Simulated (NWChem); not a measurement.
System: PbI$_{2}$, singlet; SMILES [I][Pb][I]

Results from NWChem. Low-valent species are run as closed-shell singlets; no triplet was tried in these runs. def2 effective core potentials on I, Pb; no spin-orbit coupling. Level Hartree-Fock/def2-SVP: optimisations from one semi-empirical or force-field start; each run changes one setting, and all end within 0.3 mHa of each other.

```tsv
setting	optimisation steps
redundant internal coordinates, default thresholds	5
no line search	7
tight thresholds	7
loose thresholds	4
trust radius 0.05	5
```
